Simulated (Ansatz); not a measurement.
H3GeN, SMILES `[NH2][GeH]` (lower singlet) (charge 0, multiplicity 1). This singlet lies 1.86 eV below the relaxed triplet at the level frozen-core CCSD(T)/cc-pVTZ // PBE0-D3(BJ)/def2-TZVP (Ansatz, an electronic-structure program).

Calculation: CAM-B3LYP/cc-pVTZ // PBE0-D3(BJ)/def2-TZVP run with Ansatz.

Ansatz 0.2 input:
```yaml
crystal:
  periodic: [false, false, false]
  atoms:
    - { symbol: N, position_ang: [-0.602088, -0.049502, 0.009752] }
    - { symbol: Ge, position_ang: [1.024558, -0.825007, 0.230771] }
    - { symbol: H, position_ang: [-0.764762, 0.90942, -0.252009] }
    - { symbol: H, position_ang: [-1.458553, -0.562776, 0.144038] }
    - { symbol: H, position_ang: [1.800846, 0.527865, -0.132552] }
basis:
  gaussian: { orbitals: cc-pVTZ }
hamiltonian:
  xc: cam_b3lyp
```

Output:

```
Functional definition: CAM-B3LYP
762 factors; their error is unknown
181 factors; integrals over basis functions are off by at most 1.0e-5 eV
mean field evaluation 1: about -58055.1801 eV, gradient 5.7e1 eV
mean field evaluation 2: about -58044.2552 eV, gradient 8.5e1 eV
mean field evaluation 4: about -58061.0189 eV, gradient 1.1e0 eV
mean field evaluation 8: about -58061.1779 eV, gradient 3.9e-2 eV
mean field -58061.17791389 eV, -2133.7089330556 hartree, gradient 5.9e-5 eV, S^2 0.000000; 0 other end points of the search recorded, 0 dependent functions left out
reference -58061.17801287 eV, -2133.7089366928 hartree; 21, 21 occupied and 94, 94 virtual orbitals, 762 factors
Total energy: -58061.17801287 eV, -2133.7089366928 hartree
```
